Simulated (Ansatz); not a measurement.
Job for Ansatz (a quantum-chemistry and plane-wave program): R-BLYP/def2-TZVPP on BFH2S2 (SMILES FB(S)S), a point of a torsion scan.

Ansatz 0.2 input:
```yaml
crystal:
  periodic: [false, false, false]
  atoms:
    - {symbol: F, position_ang: [-0.85140811, -1.78923762, 0.30387585]}
    - {symbol: B, position_ang: [-0.34772703, -0.62271798, -0.05237929]}
    - {symbol: S, position_ang: [1.45478046, -0.53960677, -0.41167456]}
    - {symbol: S, position_ang: [-1.39832999, 0.81597848, 0.11825959]}
    - {symbol: H, position_ang: [1.80451945, -1.18204309, 0.69481952]}
    - {symbol: H, position_ang: [-0.50405236, 1.72751979, -0.24646739]}
basis:
  gaussian:
    orbitals: def2-TZVPP
hamiltonian:
  xc: {name: BLYP}
scf: {lower_state_search: off}
```

The head of its log:

```
WARN ansatz: RAYON_NUM_THREADS=1 ignored (pool sized by the plan → 1); use --threads N
Functional definition: BLYP
these checks for a lower state are left out or cut short: stability, starts, cluster_reference, orbital_swaps, neighbouring_geometries, increment
integrals: 0.09 GiB planned
1011 factors; their error is unknown
mean field: 0.59 GiB planned
mean field evaluation 1: about -25097.9188 eV, gradient 3.9e1 eV
mean field evaluation 2: about -25092.6030 eV, gradient 7.0e1 eV
```

Predict the final total energy.

-922.4413 hartree.
